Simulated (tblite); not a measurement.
Species: C₅H₇NO₃S.
Z-matrix (Å and degrees, GFN2-xTB geometry), rows numbered from 1:
```
C 
N   1  1.2626
C   2  1.3773  1  122.53
C   3  1.3399  2  117.32  1  -167.00
C   4  1.4879  3  127.01  2   174.07
S   5  1.8145  4  109.26  3    -8.10
O   6  1.4369  5  109.56  4   150.54
O   6  1.4324  5  109.30  4   -78.33
C   6  1.8326  5   99.98  4    36.38
O   3  1.3790  2  115.97  1    14.57
H   1  1.0884  2  124.97  3     1.17
H   1  1.0797  2  117.23  3  -179.70
H   4  1.0800  3  115.97  2    -1.97
H   5  1.0899  4  112.90  3   112.36
H   5  1.0888  4  110.83  3  -125.02
H   9  1.0887  6  109.44  5  -178.83
H   9  1.0949  6  106.28  5    61.21
```

Level: GFN2-xTB in tblite, geometry and Hessian alike; calculated harmonic values, unscaled, isolated species. Against measured fundamentals such values can be off by several per cent, at times by over 20. One conformer, not necessarily the lowest.

Harmonic wavenumbers (cm⁻¹): 40.1, 86.7, 152.7, 200.0, 224.9, 239.6, 254.1, 324.5, 371.0, 420.1, 447.8, 468.2, 542.7, 621.2, 684.3, 730.7, 737.8, 777.1, 794.7, 829.1, 879.2, 968.2, 1029.9, 1053.0, 1094.3, 1110.5, 1127.3, 1170.9, 1188.3, 1195.5, 1213.0, 1268.7, 1270.4, 1402.1, 1405.9, 1409.3, 1662.8, 1707.4, 2918.7, 2969.8, 2974.7, 2998.2, 3009.8, 3082.1, 3091.5.

A = 2888, B = 793.7, C = 726.3 MHz; mass 161.015 u (most abundant isotopes); point group C1, symmetry number 1.

Task: What is the zero-point energy?

Result: ½Σν̃ = 26074 cm⁻¹ = 311.92 kJ/mol.

Task: Give the ideal-gas entropy at 273.15 K and 1 bar in the rigid-rotor, harmonic-oscillator model (classical rotation).

Result: Translation 170.41, rotation 122.95, vibration 103.58: S = 396.9 J/(mol K).

Task: And Cp and H(273.15 K) − H(0)?

Result: Cp = 151.21 J/(mol K), of which vibrations give 117.95 (their classical limit is 45 R = 374.2); H(273.15 K) − H(0) = 24.66 kJ/mol without the zero-point energy, 15.58 from vibrations.

Task: How do the functions run with temperature in this model?

Result: 
```json
{"T (K)": "100", "S (J/(mol K))": "289.8", "Cp (J/(mol K))": "73.8", "H − H(0) (kJ/mol)": "5.10", "G − H(0) (kJ/mol)": "-23.88", "ln q(vib)": "1.46"}
{"T (K)": "200", "S (J/(mol K))": "355.1", "Cp (J/(mol K))": "119.0", "H − H(0) (kJ/mol)": "14.77", "G − H(0) (kJ/mol)": "-56.24", "ln q(vib)": "3.79"}
{"T (K)": "300", "S (J/(mol K))": "411.7", "Cp (J/(mol K))": "162.7", "H − H(0) (kJ/mol)": "28.88", "G − H(0) (kJ/mol)": "-94.62", "ln q(vib)": "6.28"}
{"T (K)": "500", "S (J/(mol K))": "512.7", "Cp (J/(mol K))": "234.4", "H − H(0) (kJ/mol)": "69.06", "G − H(0) (kJ/mol)": "-187.30", "ln q(vib)": "11.35"}
{"T (K)": "800", "S (J/(mol K))": "638.1", "Cp (J/(mol K))": "297.3", "H − H(0) (kJ/mol)": "149.83", "G − H(0) (kJ/mol)": "-360.66", "ln q(vib)": "18.64"}
{"T (K)": "1000", "S (J/(mol K))": "707.4", "Cp (J/(mol K))": "322.9", "H − H(0) (kJ/mol)": "212.00", "G − H(0) (kJ/mol)": "-495.37", "ln q(vib)": "23.11"}
```

q(vib) and H(0) count from the zero-point level.

Task: Blend soft modes into free rotors: weight 1/[1 + (100 cm⁻¹/ν̃)⁴] for the oscillator and the rest for a rotor with moment μB/(μ + B), μ = h/(8π²ν), B = 10⁻⁴⁴ kg m². What vibrational entropy results?

Result: 96.20 J/(mol K) in place of 103.58, which changes −T·S at 273.15 K by +2.02 kJ/mol.

Task: What must be added to the electronic energy to get the Gibbs energy at 273.15 K and 1 bar?

Result: ZPE + [H(273.15 K) − H(0)] − T·S = 311.92 + 24.66 − 108.42 = 228.16 kJ/mol.

Task: Which modes carry the vibrational entropy at 273.15 K?

Result: 40.1 cm⁻¹: 21.26; 86.7 cm⁻¹: 14.90; 152.7 cm⁻¹: 10.35; 200.0 cm⁻¹: 8.26; 224.9 cm⁻¹: 7.38; 239.6 cm⁻¹: 6.91 J/(mol K); the other 39 give 34.53 together.

Hindered rotation and anharmonicity are outside this model. Other conformers, if any are populated, would add a mixing term that is left out. The structure is chiral; the term R ln 2 for an equal mix with its mirror image is left out.
